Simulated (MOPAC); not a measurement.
MOPAC input (PM3):

```
PM3 1SCF GEO-OK AUX(PRECISION=9) THREADS=1
K2

K    -0.00000000 1   -0.00000000 1   -1.98622500 1
K     0.00000000 1    0.00000000 1    1.98622500 1
```

Output:

```
 *******************************************************************************
 **                                                                           **
 **                              MOPAC v23.2.5                                **
 **                                                                           **
 *******************************************************************************
 ** MOPAC's Digital Object Identifier: https://doi.org/10.5281/zenodo.6511958 **
 **                                                                           **
 ** Please cite the open-source release paper for use of this MOPAC version:  **
 ** J. E. Moussa and J. J. P. Stewart (2026)                                  **
 ** MOPAC: An open-source semiempirical molecular orbital program             **
 ** J. Open Source Softw., 11(119), 8025, https://doi.org/10.21105/joss.08025 **
 *******************************************************************************

                              PM3 CALCULATION RESULTS

 *******************************************************************************
 *  PM3        - The PM3 Hamiltonian to be used
 *  GEO-OK     - OVERRIDE INTERATOMIC DISTANCE AND OTHER SAFETY CHECKS
 *  1SCF       - DO 1 SCF AND THEN STOP
 *  AUX        - OUTPUT AUXILIARY INFORMATION
 *******************************************************************************
PM3 1SCF GEO-OK AUX(PRECISION=9) THREADS=1
 K2

   ATOM   CHEMICAL          X               Y               Z
  NUMBER   SYMBOL      (ANGSTROMS)     (ANGSTROMS)     (ANGSTROMS)

     1       K         -0.00000000  *  -0.00000000  *  -1.98622500  *
     2       K          0.00000000  *   0.00000000  *   1.98622500  *

          CARTESIAN COORDINATES

    NO.       ATOM           X           Y           Z

     1         K         -0.0000     -0.0000     -1.9862
     2         K          0.0000      0.0000      1.9862

  K: (PM3): J. J. P. STEWART, J. MOL. MOD., 10, 155-164 (2004)

           Empirical Formula: K2  =     2 atoms

      MOLECULAR POINT GROUP   :   D*h

      RHF CALCULATION, NO. OF DOUBLY OCCUPIED LEVELS = 1

 -------------------------------------------------------------------------------
 PM3 1SCF GEO-OK AUX(PRECISION=9) THREADS=1
 K2

     1SCF WAS SPECIFIED, SO BFGS WAS NOT USED
     SCF FIELD WAS ACHIEVED

                              PM3 CALCULATION
                                                       MOPAC v23.2.5 Linux

          FINAL HEAT OF FORMATION =         38.67416 KCAL/MOL =     161.81270 KJ/MOL

          COSMO AREA              =        208.42 SQUARE ANGSTROMS
          COSMO VOLUME            =        255.37 CUBIC ANGSTROMS

          IONIZATION POTENTIAL    =          3.657606 EV
          HOMO LUMO ENERGIES (EV) =         -3.658  0.029
          NO. OF FILLED LEVELS    =          1
          MOLECULAR WEIGHT        =         78.1966         POINT GROUP:  D*h

          MOLECULAR DIMENSIONS (Angstroms)

            Atom       Atom       Distance
            K     2    K     1     3.97245
            K     2    K     1     0.00000
            K     1    K     2     0.00000

          SCF CALCULATIONS        =          1

   ATOM   CHEMICAL          X               Y               Z
  NUMBER   SYMBOL      (ANGSTROMS)     (ANGSTROMS)     (ANGSTROMS)

     1       K         -0.00000000  *  -0.00000000  *  -1.98622500  *
     2       K          0.00000000  *   0.00000000  *   1.98622500  *

                             CARTESIAN COORDINATES

   1    K       -0.000000000    -0.000000000    -1.986225000
   2    K        0.000000000     0.000000000     1.986225000

           Empirical Formula: K2  =     2 atoms

      MOLECULAR POINT GROUP   :   D*h

                  EIGENVALUES
  -3.65761   0.02919   0.02919   1.79759   1.79759   2.68844   4.42224   6.29507

              NET ATOMIC CHARGES AND DIPOLE CONTRIBUTIONS

  ATOM NO.   TYPE          CHARGE      No. of ELECS.   s-Pop       p-Pop
    1          K          -0.000000        1.0000     0.06682     0.93318
    2          K           0.000000        1.0000     0.06682     0.93318
 DIPOLE           X         Y         Z       TOTAL
 POINT-CHG.     0.000     0.000     0.000     0.000
 HYBRID        -0.000    -0.000    -0.000     0.000
 SUM           -0.000    -0.000     0.000     0.000

          ATOMIC ORBITAL ELECTRON POPULATIONS

     Atom    s        px        py        pz
    1  K   0.06682   0.00000   0.00000   0.93318
    2  K   0.06682   0.00000   0.00000   0.93318

 **********************
 *                    *
 * JOB ENDED NORMALLY *
 *                    *
 **********************

 == MOPAC DONE ==
```

The geometry given is a B3LYP-D3(BJ)/def2-TZVP minimum.
